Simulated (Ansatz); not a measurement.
**Cost against result**

Saddle point of CH3Br2 (charge -1), closed shell ([CH₃Br ([CH3][Br]) + Br]⁻ → [CH₃Br ([CH3][Br]) + Br]⁻; bonds formed: C2–Br3; bonds broken: Br1–C2), PBE0-D4/def2-TZVPD structure:

Br1  (-1.815, 1.254, 1.077)
C2  (-0.001, 0.000, 0.000)
Br3  (1.817, -1.254, -1.077)
H4  (0.719, 0.653, 0.454)
H5  (-0.407, 0.238, -0.964)
H6  (-0.313, -0.891, 0.509)
(Å)

Barriers are electronic and count from the start structure reached by relaxing down the imaginary mode.

Ansatz 0.2.0; basis: as named in each row; cores frozen in the correlated methods. Filled d shells of the heavier atoms are correlated. The def2 sets are not built for correlating such inner shells, so the correlated values are less sure here. B3LYP uses VWN-RPA correlation. Extrapolation: Hartree–Fock as exp(−7.88 √X), correlation as X^−2.97.

Times are rough, for one single point on 4 threads of a shared host (Arm Neoverse V1).

The estimate by CCSD(T) at an estimated basis limit (MP2 extrapolated from triple and quadruple zeta, plus CCSD(T) − MP2 in triple zeta) is 0.464 eV.

```csv
method,basis,time (s),barrier (eV),method less estimate
HF,STO-3G,under 1,1.053,0.589
PBE-D4,STO-3G,under 1,-0.175,-0.639
SPW92,def2-SVP,under 1,0.134,-0.330
PBE-D4,def2-SVP,under 1,0.138,-0.326
B3LYP-D4,6-31G,under 1,0.092,-0.372
PBE0-D4,def2-SVP,under 1,0.294,-0.170
SPW92,def2-TZVPPD,1,0.193,-0.271
PBE-D4,def2-TZVPPD,2,0.202,-0.262
CCSD(T),def2-SVP,2,0.492,0.028
BLYP-D4,def2-TZVPPD,2,0.143,-0.321
B3LYP-D4,def2-TZVPPD,3,0.283,-0.181
PBE0-D4,def2-TZVPPD,3,0.363,-0.101
BHLYP-D4,def2-TZVPPD,3,0.442,-0.022
wB97M-V,def2-SVP,3,0.425,-0.039
CAM-B3LYP-D4,def2-TZVPPD,3,0.450,-0.014
RPA on PBE,def2-TZVPPD,4,0.380,-0.084
r2SCAN-D4,def2-TZVPPD,4,0.249,-0.215
r2SCAN0-D4,def2-TZVPPD,4,0.380,-0.084
B2PLYP,def2-TZVPPD,5,0.375,-0.089
PBE-QIDH,def2-TZVPPD,5,0.491,0.027
wB97X-V,def2-TZVPPD,7,0.550,0.086
wB97M-V,def2-TZVPPD,8,0.495,0.031
B97M-V,def2-TZVPPD,10,0.390,-0.074
MP2,def2-QZVPPD,15,0.543,0.079
CCSD(T),def2-TZVPPD,39,0.487,0.023
```

All methods are single points on the PBE0-D4 structures; a negative value means that the method puts the saddle structure below the start.

The T1 diagnostic stays at or below 0.014.

Labels in which every atom is bracketed show which atoms are joined, not bond orders.
